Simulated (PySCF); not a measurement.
**How methods differ on the ionisation energy of Ag³⁰⁺**

Ag³⁰⁺ [Ne] 3s2 3p5 (2P) → Ag³¹⁺ [Ne] 3s2 3p4 (3P), as a difference of total energies. All numbers are calculated (PySCF 2.14, scalar relativity by spin-free X2C-1e, in an uncontracted even-tempered set (18 s from 4.1 bohr⁻², ratio 2.5; 12 p from 5.4 bohr⁻², ratio 2.5; 5 d from 26 bohr⁻², ratio 2.7; 4 f from 38 bohr⁻², ratio 2.7)). Correlated levels: outer shells: 1s2 frozen; virtual orbitals above 40 to 60 times the deepest correlated orbital energy dropped. The calculations carry no spin-orbit coupling.

| method | ionisation energy (eV) |
| --- | --- |
| UHF | 1826.7 |
| MP2 (outer shells) | 1827.7 |
| SCS-MP2 (outer shells) | 1827.6 |
| CCSD (outer shells) | 1827.6 |
| CCSD(T) (outer shells) | 1827.6 |

Spin-orbit coupling is strong in these open shells (close to jj coupling). The scalar numbers leave it out and a first-order estimate fails, so it can dominate the gap to the real levels.

Breit and QED terms and the two-electron picture change are absent.

For comparison: 1810.5 ± 1.9 eV (semi-empirical (NIST evaluation); NIST Atomic Spectra Database, ionization energies).
